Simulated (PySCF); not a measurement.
**RuH3, doublet: structure and spectrum**

All numbers come from UPBE0/[Ru x2c-TZVPall, H x2c-TZVPall], spin-free X2C, density fitting, no spin–orbit coupling, PySCF.

The structure is a minimum.

```xyz
4
charge 0 multiplicity 2, angstrom
Ru    0.0000    0.0000   -0.0191
H     1.3877    0.0000    0.6979
H    -0.6939    1.2018    0.6979
H    -0.6939   -1.2018    0.6979
```

```json
{
  "Point group": "C3v",
  "Bond lengths": "Ru–H 1.562 Å (×3)",
  "Bond angles": "H–Ru–H 100.6° (×3)",
  "Heat capacity Cp at 298.15 K": "43.6 J/(mol K)",
  "Principal quadrupole moments (Buckingham, traceless) about the centre of mass": "-0.71, -0.71, 1.41 D Å",
  "Principal polarisabilities": "34.9, 42.9, 42.9 bohr³",
  "Zero-point energy": "51.1 kJ/mol",
  "Lowest empty level (β)": "-2.65 eV",
  "Spin squared ⟨S²⟩": "0.759",
  "Highest occupied level (β)": "-6.58 eV",
  "Enthalpy at 298.15 K above 0 K": "10.81 kJ/mol",
  "Dipole moment": "2.31 D",
  "Rotational symmetry number": "3",
  "Entropy at 298.15 K and 1 bar (electronic part: spin only)": "235.6 J/(mol K)",
  "Rotational constants": "3.813, 3.813, 2.895 cm⁻¹"
}
```

Harmonic modes (masses in u: Ru 101.904, H 1.008):
```json
{"symmetry": "a1", "ω (cm⁻¹)": "609", "IR (km/mol, summed over degenerate members)": "81.3"}
{"symmetry": "e", "ω (cm⁻¹)": "757", "IR (km/mol, summed over degenerate members)": "59.8"}
{"symmetry": "e", "ω (cm⁻¹)": "2117", "IR (km/mol, summed over degenerate members)": "301"}
{"symmetry": "a1", "ω (cm⁻¹)": "2190", "IR (km/mol, summed over degenerate members)": "10.9"}
```

In C3v the vibrations span 2a1 + 2e.

Charges (e):
```csv
atom,Mulliken,Löwdin,polar tensor,spin (Mulliken),Mayer order to Ru1
Ru1,0.03,-0.01,0.71,1.15,–
"H2,3,4",-0.01,0.00,-0.24,-0.05,0.98
```

Mulliken populations on Ru1: s 8.70, p 18.16, d 17.11, f 0.00.

Outer orbital energies (eV). α occupied: -9.64, -9.64, -9.32, -7.76, -7.03, -7.03; empty: -1.86, -1.86, -1.21, 2.13. β occupied: -9.44, -9.44, -9.25, -6.58, -6.58; empty: -2.65, -1.66, -1.66, -0.84.

Formally Ru is in oxidation state +3, d5, with 1 unpaired electron (the high-spin count would be 5). The Mulliken spin on Ru is 1.15. The polar-tensor charge on Ru, 0.71, is far below the formal one.

Other isomers or separated fragments may lie lower. Open d and f shells are described by one determinant, and the ground state may have another occupation or spin.

The final relaxation and frequency run took 32 s on 2 threads of a shared Intel Xeon 6975P-C (Granite Rapids) host, with 81 basis functions and 9 gradients; the process peaked at 1 GiB. Launch command: `OMP_NUM_THREADS=2 python axn.py task.json out`.
